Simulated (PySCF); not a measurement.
These 3 structures share the formula C3H8GeSi. Level of theory: PySCF, PBE0-D3(BJ)/def2-SVP geometry optimisation, gas phase. One conformer each; no zero-point energy, no entropy. No frequencies were run at this level. Point groups hold within 0.08 Å.

Problem. Rank from lowest to highest electronic energy at this level (kcal/mol).
A. `C#C[C@@H]([SiH3])[GeH3]`
B. `[CH:1]#[C:2][GeH2:3][CH2:4][SiH3:5]` with C2–Ge3–C4–Si5 60°
C. `C[SiH2]C#[C][GeH3]`

Solution. C (0.0), B (11.4), A (17.2).

```
                 SMILES       E (Eh)  E rel (kcal/mol)  dipole (D)  point group        A, B, C (MHz)
     C[SiH2]C#[C][GeH3]  -2484.60795               0.0        0.77           Cs  10716, 618.4, 595.4
 C#[C][GeH2][CH2][SiH3]  -2484.58979              11.4        0.72           C1     3243, 1596, 1149
C#C[C@@H]([SiH3])[GeH3]  -2484.58060              17.2        0.52           C1     2790, 1725, 1133
```
